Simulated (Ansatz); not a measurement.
Spectroscopic constants of PS+, closed-shell singlet (lowest of 2S+1 = 1, 3, 5 at CCSD(T)/def2-TZVPP on PBE0 minima; our sources give no spin for the ground state, which may be another).

Constants: fifth-degree fit in 1/R to seven points, most abundant isotopes. In def2 and cc sets the state is the lowest found near the PBE0 minimum, followed along R. The singlet is held restricted. HF and MP2 rows in def2 and cc sets belong to the determinant that coupled cluster picked by its CCSD energy.

Frozen-core correlation. CBS(a, b) extrapolates the correlation energy as X⁻³ and adds the Hartree–Fock energy of set b.

Run with Ansatz (Gaussian orbitals). Values without a source in brackets are computed.

Problem. What bond length and harmonic frequency does B97M-V/def2-TZVPP give?

Solution. r_e = 1.819 Å, ω_e = 890 cm⁻¹.

Problem. What bond length and harmonic frequency does SCS-MP2/def2-TZVPP give?

Solution. r_e = 1.842 Å, ω_e = 825 cm⁻¹.

Problem. What bond length and harmonic frequency does CCSD(T)/CBS(aug-cc-pV(Q+d)Z, aug-cc-pV(5+d)Z) give?

Solution. r_e = 1.830 Å, ω_e = 850 cm⁻¹.

Doubts at one or more of the structures used: a restricted determinant that unrestricted orbitals would lower (SCS-MP2/def2-TZVPP, CCSD(T)/CBS(aug-cc-pV(Q+d)Z, aug-cc-pV(5+d)Z)).

Ansatz is a quantum-chemistry and plane-wave program.
